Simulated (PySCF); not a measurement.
# pyrazine and C6H4S2

A complex built from pyrazine and C6H4S2; neutral, singlet.

Parts: 1 = pyrazine (c1cnccn1), atoms 1–10; 2 = C6H4S2 (c1cc2sccc2s1), atoms 11–22.

```xyz
22

C     0.695   -1.129    0.000
C    -0.694   -1.130    0.000
N    -1.386   -0.001    0.000
C    -0.695    1.129    0.000
C     0.694    1.129    0.000
N     1.386    0.001    0.000
H     1.271   -2.044    0.002
H    -1.270   -2.045   -0.001
H    -1.271    2.044    0.003
H     1.269    2.045   -0.001
C    -1.334   -1.218    3.600
C    -2.255   -0.222    3.600
S    -1.566    1.368    3.599
C     0.025    0.694    3.600
C     1.334    1.218    3.601
C     2.256    0.222    3.600
S     1.566   -1.368    3.599
C    -0.025   -0.694    3.600
H    -1.571   -2.266    3.602
H    -3.323   -0.315    3.601
H     1.572    2.265    3.602
H     3.324    0.314    3.601
```
Atoms count from 1 in this order.

The parts are rigid, face to face. Here part 2 stands at height 3.6 Å (along z), slip 0 Å (along x) and twist 0° (about its own z axis). The height is then varied.

Level of theory: PW6B95-D3(BJ)/def2-SVP interaction energy, counterpoise and uncorrected, gas phase, in PySCF 2.14.0. The geometry comes from GFN2-xTB.

Energies in kcal/mol, cluster less frozen parts; CP is counterpoise-corrected. Electrostatic, Pauli, orbital and dispersion terms sum to the uncorrected value; Pauli holds the exchange-correlation of the frozen density too, and orbital the superposition error (at most 3.89 kcal/mol here).

Problem. How do the values run over the points 3, 3.4, 3.6?

Solution. 
| height (Å) | CP | electrostatic | Pauli | orbital | dispersion |
| --- | --- | --- | --- | --- | --- |
| 3 | -0.05 | -8.76 | 17.69 | -7.47 | -5.41 |
| 3.4 | -5.16 | -1.59 | 1.53 | -3.17 | -4.31 |
| 3.6 | -5.08 | -0.57 | -0.33 | -2.29 | -3.75 |

The 3 runs took 19 min in all, one thread each of Arm Neoverse N1 on a shared host, launched as `OMP_NUM_THREADS=1 python cluster_run.py task.json out`.
